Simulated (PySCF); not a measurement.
# C₆ coefficients of unlike pairs at UHF

Calculated with PySCF 2.14 from the dipole response of each species, C₆(A,B) = (3/π) ∫ α_A(iu) α_B(iu) du, in atomic units, from isotropic polarisabilities. For ions this is the dispersion term alone; charge-induced terms of lower order in 1/R come first.

```json
{"species": "Co⁺", "configuration": "[Ar] 3d8 (3F)", "basis": "aug-cc-pwCVTZ-DK (10s9p7d4f3g)", "relativity": "spin-free X2C", "α (bohr³)": "6.465", "C₆ (like pair)": "21.54"}
{"species": "C²⁺", "configuration": "[He] 2s2 (1S)", "basis": "aug-cc-pV5Z (7s6p5d4f3g2h)", "relativity": "none", "α (bohr³)": "4.509", "C₆ (like pair)": "7.110"}
{"species": "P⁺", "configuration": "[Ne] 3s2 3p2 (3P)", "basis": "aug-cc-pwCVDZ (6s5p3d)", "relativity": "none", "α (bohr³)": "14.60", "C₆ (like pair)": "76.80"}
{"species": "Br²⁺", "configuration": "[Ar] 3d10 4s2 4p3 (4S)", "basis": "x2c-QZVPPall with one added diffuse shell each of s, p, d, f type (12s9p6d5f1g)", "relativity": "spin-free X2C", "α (bohr³)": "8.383", "C₆ (like pair)": "40.76"}
```

Question: Estimate C₆ for Br²⁺ with P⁺.

Answer: The integral gives 54.35. The combination rule 2 C_A C_B / (C_A α_B/α_A + C_B α_A/α_B) gives 54.40 and the geometric mean 55.95.

No spin-orbit coupling is included.

The other pairs:

```json
{"pair": "P⁺, Co⁺", "C₆": "38.72"}
{"pair": "Br²⁺, Co⁺", "C₆": "29.37"}
{"pair": "P⁺, C²⁺", "C₆": "23.36"}
{"pair": "Br²⁺, C²⁺", "C₆": "16.55"}
{"pair": "C²⁺, Co⁺", "C₆": "11.83"}
```
